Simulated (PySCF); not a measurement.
**Molecular orbitals of CeB**

PBE0 at R = 2.286 Å; Ce x2c-SVPall, B x2c-SVPall; spin-free X2C with a Gaussian nucleus (PySCF 2.14). State: sextet, about 1.2 electrons in the 4f shell (Mulliken), real f orbitals that mix terms. Only the outer orbitals are listed, counted within each symmetry.

| spin | orbital | occ. | ε (eV) | on Ce (%) | main shells (%) |
| --- | --- | --- | --- | --- | --- |
| α | 13σ | 1 | -10.31 | 19 | 80 B s, 11 Ce d |
| α | 1φ | 1 | -6.53 | 100 | 100 Ce f |
| α | 7π | 1 | -5.25 | 50 | 50 B p, 43 Ce d |
| α | 7π | 1 | -5.25 | 50 | 50 B p, 43 Ce d |
| α | 14σ | 1 | -5.03 | 42 | 50 B p, 30 Ce d, 8 B s |
| α | 15σ | 1 | -4.13 | 97 | 76 Ce s, 12 Ce d, 9 Ce p |
| α | 3δ | 0 | -1.83 | 100 | 97 Ce d |
| α | 3δ | 0 | -1.83 | 100 | 97 Ce d |
| α | 16σ | 0 | -1.59 | 100 | 79 Ce f, 19 Ce d |
| β | 6π | 1 | -23.04 | 100 | 100 Ce p |
| β | 6π | 1 | -23.04 | 100 | 100 Ce p |
| β | 13σ | 1 | -7.77 | 25 | 74 B s, 13 Ce d |
| β | 7π | 0 | -1.79 | 65 | 63 Ce d, 35 B p |
| β | 7π | 0 | -1.79 | 65 | 63 Ce d, 35 B p |
| β | 14σ | 0 | -1.77 | 99 | 77 Ce s, 15 Ce d |

Which are the highest filled and the lowest empty level, where do they sit, and how wide is the gap?

Highest filled α 15σ at -4.13 eV (in %: 76 Ce s, 12 Ce d, 9 Ce p); lowest empty α 3δ at -1.83 eV (in %: 97 Ce d); the gap at PBE0 is 2.30 eV.

```
bond order (Mayer)                              : 2.00
⟨S²⟩                                            : 8.752
charge on Ce (Mulliken, basis-dependent)        : 0.23
charge on Ce (Löwdin, basis-dependent)          : 0.06
dipole moment (positive dipole means Ce(−)B(+)) : -4.07 D
polarisability along the bond                   : 172.0 bohr³
polarisability across the bond                  : 178.2 bohr³
```

Spin–orbit coupling is left out. With d or f electrons several states lie close, and the lowest PBE0 determinant need not be the measured ground state.
